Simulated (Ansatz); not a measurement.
```tsv
atom	x (Å)	y (Å)	z (Å)
Fe	0.0000	0.0000	0.0000
H	0.0000	0.0000	2.4090
```

Basis set: pcseg-2 (spherical functions). Charge 0, multiplicity 6.

Computed with Ansatz (development build ahead of 0.2.0); each method stands on the lowest determinant of its kind that the runs found.

Problem. Give the atomization energy at this shape (free ground-state atoms in the same class of orbitals less the molecule, no zero-point energy) of sextet FeH by PBE0 (unrestricted), PBE (unrestricted), UHF.

Solution.

```csv
method,atomization energy
PBE0 (unrestricted),19.64 kcal/mol
PBE (unrestricted),18.40 kcal/mol
UHF,12.66 kcal/mol
```

Caution: the shape is not the minimum.
